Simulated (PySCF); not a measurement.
AlCl, triplet, geometry from GFN2-xTB (such geometries of metal compounds can be far from the true shape) (the spin is typed, not shown lowest). Base run: PySCF with PBE0/def2-TZVP.

Input for PySCF:
```python
from pyscf import gto, scf, dft, solvent

mol = gto.Mole()
mol.atom = '''
    Al   -0.00000000   -0.00000000   -1.17194425
    Cl    0.00000000    0.00000000    0.89619266
'''
mol.basis = 'def2-tzvp'
mol.spin = 2
mol.verbose = 4
mol.build()

mf = dft.UKS(mol)
mf.xc = 'pbe0'
mf.kernel()
```

The base run was repeated with changes; each row names its change, and settings that it needs were set with it.

```json
[
 {"change": "base", "ΔE vs base (kJ/mol)": "0.00", "dipole (D)": "1.43"},
 {"change": "model = ddCOSMO; solvent = tetrahydrofuran", "ΔE vs base (kJ/mol)": "-10.06", "dipole (D)": "1.93"},
 {"change": "model = COSMO; solvent = tetrahydrofuran", "ΔE vs base (kJ/mol)": "-14.82", "dipole (D)": "2.06"},
 {"change": "model = IEF-PCM; solvent = tetrahydrofuran; r_probe = 0.5", "ΔE vs base (kJ/mol)": "-6.30", "dipole (D)": "1.77"},
 {"change": "model = IEF-PCM; solvent = tetrahydrofuran; vdw_scale = 1.4", "ΔE vs base (kJ/mol)": "-7.78", "dipole (D)": "1.83"},
 {"change": "model = IEF-PCM; solvent = water", "ΔE vs base (kJ/mol)": "-18.52", "dipole (D)": "2.25"},
 {"change": "model = IEF-PCM; solvent = dimethylsulfoxide", "ΔE vs base (kJ/mol)": "-18.24", "dipole (D)": "2.24"},
 {"change": "model = IEF-PCM; solvent = tetrahydrofuran; vdw_scale = 1.1", "ΔE vs base (kJ/mol)": "-21.83", "dipole (D)": "2.29"},
 {"change": "model = IEF-PCM; solvent = tetrahydrofuran", "ΔE vs base (kJ/mol)": "-14.89", "dipole (D)": "2.09"},
 {"change": "model = IEF-PCM; solvent = tetrahydrofuran; lebedev_order = 11", "ΔE vs base (kJ/mol)": "-14.79", "dipole (D)": "2.09"},
 {"change": "model = IEF-PCM; solvent = tetrahydrofuran; lebedev_order = 41", "ΔE vs base (kJ/mol)": "-14.93", "dipole (D)": "2.09"},
 {"change": "model = C-PCM; solvent = tetrahydrofuran", "ΔE vs base (kJ/mol)": "-15.97", "dipole (D)": "2.12"}
]
```

The base is the gas phase, so ΔE is the electrostatic part of solvation at a fixed geometry, without cavity and dispersion terms.

Open shells are given as the SCF converged; they aren't shown to be the lowest states, and a large step between rows can be another state.
